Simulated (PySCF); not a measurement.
trifluoro(methoxy)methane (C2H3F3O), SMILES COC(F)(F)F.

Coordinates come from a PBE0-D3(BJ)/def2-SVP optimisation.

Two levels are set side by side: TDDFT-PBE/def2-SVPD (PySCF) and TDDFT-CAM-B3LYP/def2-SVPD (PySCF). Vertical, same geometry. The lowest singlet is HOMO→LUMO 100 % with PBE and HOMO→LUMO 94 % with the other functional; states are paired by order. Differences are taken from unrounded values.

```json
[
 {"quantity": "lowest singlet excitation (eV)", "TDDFT-CAM-B3LYP": "9.03"},
 {"quantity": "lowest triplet excitation (TDA) (eV)", "TDDFT-CAM-B3LYP": "8.85"}
]
```

Question: What does TDDFT-PBE give, and how far is it from TDDFT-CAM-B3LYP? (The exact figures need the calculation; the answer reports its results.)

Answer: 
```
quantity                              TDDFT-PBE  TDDFT-PBE minus TDDFT-CAM-B3LYP
------------------------------------  ---------  -------------------------------
lowest singlet excitation (eV)             7.80                            -1.24
lowest triplet excitation (TDA) (eV)       7.67                            -1.17
```

Functionals without exact exchange tend to place singlet excitations lower, as here. Differences between two approximate levels are no errors against the true value.

Rough cost on one machine, each run with all the roots and properties that it gave: TDDFT-CAM-B3LYP against TDDFT-PBE about 10 times.
